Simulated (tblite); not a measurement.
C5H10BN3.
Numbering: `[N:1]#[C:2][B:3]([NH2:4])[NH:5][CH:6]1[CH2:7][CH2:8][CH2:9]1` (hydrogens: H10, H11 on N4; H12 on N5; H13 on C6; H14, H15 on C7; H16, H17 on C8; H18, H19 on C9)

Computed with GFN2-xTB (tblite), gas phase: L-BFGS steps from a force-field or distance-geometry start until the largest atomic force falls under 0.01 eV/Å.

Step 60: E = -702.1066 eV
```
atom  x, y, z in Å  |  force x, y, z in eV/Å
N1     -2.4957   -2.6272    0.0152    0.002  -0.071   0.033
C2     -2.2611   -1.5080   -0.0766   -0.014   0.094  -0.010
B3     -1.9711   -0.0067   -0.2505   -0.017  -0.029  -0.013
N4     -2.9971    0.8031   -0.7645    0.070   0.025  -0.019
N5     -0.7040    0.4895    0.0927   -0.068  -0.023  -0.011
C6      0.4159   -0.2996    0.5350   -0.061  -0.008  -0.038
C7      1.5499    0.5138    1.1902   -0.078  -0.011   0.026
C8      2.4000    0.3353   -0.0764    0.005   0.034   0.044
C9      1.4024   -0.7151   -0.5874    0.023   0.032   0.017
H10    -2.8885    1.7821   -0.9609    0.011   0.016   0.034
H11    -3.9061    0.4528   -1.0076    0.027  -0.021   0.023
H12    -0.4732    1.4554   -0.0843    0.016  -0.017  -0.035
H13     0.0237   -1.1339    1.1214    0.061  -0.016   0.023
H14     1.9647    0.0202    2.0659    0.027  -0.025  -0.020
H15     1.2965    1.5371    1.4624   -0.023   0.021  -0.032
H16     3.4196   -0.0055    0.0858    0.005  -0.030  -0.025
H17     2.4226    1.2299   -0.6956    0.029   0.006  -0.011
H18     1.7608   -1.7354   -0.4706   -0.034   0.018  -0.022
H19     1.0309   -0.5786   -1.6019    0.019   0.006   0.037
```

Step 61: E = -702.1080 eV
```
atom  x, y, z in Å  |  force x, y, z in eV/Å
N1     -2.4891   -2.6255    0.0354    0.005  -0.022   0.035
C2     -2.2606   -1.5050   -0.0613   -0.011   0.031  -0.014
B3     -1.9729   -0.0055   -0.2486   -0.004  -0.002  -0.008
N4     -3.0015    0.7980   -0.7655    0.055   0.028  -0.019
N5     -0.7045    0.4952    0.0841   -0.043  -0.049   0.004
C6      0.4140   -0.2967    0.5273   -0.041  -0.004  -0.034
C7      1.5478    0.5105    1.1913   -0.086  -0.010   0.035
C8      2.4074    0.3314   -0.0682   -0.014   0.018   0.028
C9      1.4053   -0.7068   -0.5934   -0.017   0.004   0.010
H10    -2.8959    1.7749   -0.9717    0.015   0.033   0.031
H11    -3.9124    0.4450   -0.9961    0.014  -0.026   0.015
H12    -0.4710    1.4599   -0.0990    0.006  -0.046  -0.033
H13     0.0183   -1.1342    1.1082    0.075   0.009   0.006
H14     1.9533    0.0149    2.0696    0.032  -0.032  -0.007
H15     1.2976    1.5345    1.4617   -0.031   0.039  -0.024
H16     3.4224   -0.0195    0.0995    0.009  -0.032  -0.017
H17     2.4422    1.2280   -0.6829    0.036   0.025  -0.018
H18     1.7537   -1.7316   -0.4920   -0.017   0.005   0.009
H19     1.0360   -0.5584   -1.6061    0.019   0.032  -0.001
```

Step 62: E = -702.1093 eV
```
atom  x, y, z in Å  |  force x, y, z in eV/Å
N1     -2.4814   -2.6243    0.0538    0.005   0.024   0.037
C2     -2.2605   -1.5021   -0.0462   -0.011  -0.033  -0.017
B3     -1.9753   -0.0044   -0.2459    0.010   0.015  -0.005
N4     -3.0047    0.7939   -0.7665    0.016   0.044  -0.029
N5     -0.7058    0.4993    0.0765   -0.010  -0.055   0.017
C6      0.4116   -0.2944    0.5194   -0.006  -0.002  -0.011
C7      1.5441    0.5075    1.1928   -0.058   0.001   0.027
C8      2.4137    0.3281   -0.0598   -0.028  -0.001   0.002
C9      1.4076   -0.6987   -0.5989   -0.045  -0.017  -0.003
H10    -2.9008    1.7688   -0.9835    0.015   0.029   0.033
H11    -3.9181    0.4389   -0.9836    0.013  -0.020   0.008
H12    -0.4690    1.4625   -0.1132   -0.008  -0.071  -0.031
H13     0.0153   -1.1349    1.0959    0.072   0.019  -0.004
H14     1.9431    0.0098    2.0728    0.021  -0.028   0.001
H15     1.2971    1.5328    1.4599   -0.039   0.041  -0.009
H16     3.4245   -0.0335    0.1122   -0.004  -0.025  -0.006
H17     2.4609    1.2264   -0.6712    0.041   0.030  -0.011
H18     1.7468   -1.7276   -0.5118   -0.002  -0.005   0.033
H19     1.0412   -0.5387   -1.6102    0.020   0.054  -0.033
```

**Question.** Estimate the geometry and energy of step 63. (The exact step hangs on the optimiser's Hessian estimate; all steps are aligned on step 62, rigid shifts and turns removed.)

**Answer.** E = -702.1104 eV, largest force 0.093 eV/Å
```
atom  x, y, z in Å  |  force x, y, z in eV/Å
N1     -2.4749   -2.6239    0.0690    0.008   0.070   0.037
C2     -2.2604   -1.5005   -0.0350   -0.017  -0.090  -0.017
B3     -1.9771   -0.0043   -0.2443    0.003   0.022  -0.009
N4     -3.0055    0.7915   -0.7691   -0.030   0.006  -0.023
N5     -0.7072    0.5007    0.0704    0.026  -0.040   0.028
C6      0.4095   -0.2929    0.5132    0.027  -0.003   0.014
C7      1.5395    0.5053    1.1945   -0.007   0.018   0.008
C8      2.4179    0.3256   -0.0528   -0.035  -0.014  -0.022
C9      1.4087   -0.6925   -0.6031   -0.052  -0.025  -0.018
H10    -2.9023    1.7644   -0.9914    0.016   0.059   0.025
H11    -3.9223    0.4360   -0.9721    0.023  -0.006   0.001
H12    -0.4676    1.4624   -0.1257   -0.019  -0.086  -0.029
H13     0.0149   -1.1355    1.0869    0.053   0.008  -0.005
H14     1.9352    0.0060    2.0753    0.000  -0.014   0.005
H15     1.2949    1.5324    1.4573   -0.041   0.029   0.007
H16     3.4256   -0.0448    0.1222   -0.025  -0.014   0.006
H17     2.4753    1.2251   -0.6620    0.042   0.028   0.000
H18     1.7413   -1.7242   -0.5278    0.007  -0.012   0.049
H19     1.0447   -0.5216   -1.6129    0.021   0.065  -0.056
```

The energy changes by -0.0011 eV. The first-order estimate −F·Δx gives -0.0016 eV and the mean of the old and new forces, exact on a quadratic surface, -0.0012 eV. The step makes an angle of 81° with the force vector and moves no atom by more than 0.018 Å.

The cost below is that of the whole relaxation. The run took 1.0 s wall on Arm Neoverse V1, one thread, shared host with 32 logical CPUs at a one-minute load of 7.8.
